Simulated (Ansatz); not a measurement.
Frontier orbitals of C8H20Sn, SMILES `C[CH2][Sn]([CH2]C)([CH2]C)[CH2]C`.

```xyz
29

C    -1.884   -2.340   -0.710
C    -0.414   -2.026   -0.956
Sn    0.169   -0.042   -0.327
C     0.030    0.111    1.824
C     0.557    1.436    2.358
C    -1.146    1.436   -1.204
C    -2.447    1.630   -0.436
C     2.219    0.329   -0.896
C     3.206   -0.607   -0.213
H    -2.539   -1.659   -1.259
H    -2.142   -3.357   -1.023
H    -2.145   -2.254    0.349
H    -0.172   -2.120   -2.018
H     0.226   -2.739   -0.428
H     0.583   -0.729    2.255
H    -1.017   -0.032    2.107
H     0.481    1.498    3.448
H     1.610    1.585    2.100
H     0.005    2.286    1.948
H    -1.346    1.133   -2.235
H    -0.590    2.376   -1.262
H    -3.034    0.708   -0.390
H    -2.265    1.943    0.596
H    -3.082    2.394   -0.897
H     2.445    1.372   -0.657
H     2.289    0.240   -1.984
H     3.158   -0.520    0.877
H     4.240   -0.399   -0.507
H     3.007   -1.654   -0.459
```

Total charge 0; spin multiplicity 1. Correlated methods include outer-core shells of Sn, which these sets cover unevenly. Sn takes the def2 core potential. Geometry: relaxed with PBE0-D4/def2-TZVP. It is one conformer, not always the lowest. Basis def2-TZVPP, Ansatz 0.2.0.

```tsv
functional	HOMO (eV)	LUMO (eV)	gap (eV)
LDA (SPW92)	-5.98	-0.40	5.58
PBE	-5.85	-0.18	5.67
r2SCAN	-6.06	0.34	6.40
PBE0	-7.00	0.64	7.64
r2SCANh	-6.49	0.61	7.10
BHLYP	-8.06	1.28	9.34
CAM-B3LYP	-8.30	1.44	9.74
LC-ωPBE	-9.61	2.70	12.31
ωB97M-V	-9.16	1.99	11.15
```

A quarter of exact exchange (PBE0) shifts PBE's HOMO by −1.15 eV and its LUMO by +0.82 eV; full exchange at long range (ωB97M-V) shifts them by −3.31 and +2.17 eV. The gap opens from 5.68 to 11.15 eV, since occupied levels lose self-interaction and empty ones feel all the electrons. A positive LUMO is unbound and depends on the basis.

LC-ωPBE has ω = 0.4 bohr⁻¹.
